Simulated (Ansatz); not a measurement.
Basis-set extrapolation for `BC(B)C` (PBE0-D4/def2-TZVP geometry, frozen core, Ansatz). Multiplicity 1, RHF reference.

|  | def2-TZVPP | def2-QZVPP |
| --- | --- | --- |
| HF | -129.769317 | -129.775828 |
| MP2 correlation | -0.557292 | -0.591733 |
| CCSD(T) correlation | -0.631902 | not run |

Energies in hartree. Use E(X) = E(∞) + A·exp(−7.88·√X) for Hartree–Fock and E(X) = E(∞) + B·X^(−2.97) for correlation, with X = 3 and 4, and add CCSD(T) minus MP2 of the smaller set to the MP2 limit.

Q: What is the CCSD(T) energy at the basis-set limit?

A: HF limit: -129.775828 + (-0.006511) × 0.13774 = -129.77672. MP2 limit: -0.591733 + (-0.034441) × 0.74074 = -0.61724. Higher-order term: -0.631902 − (-0.557292) = -0.07461. Total: -130.46857 hartree, 42.3 kcal/mol below CCSD(T)/def2-TZVPP.
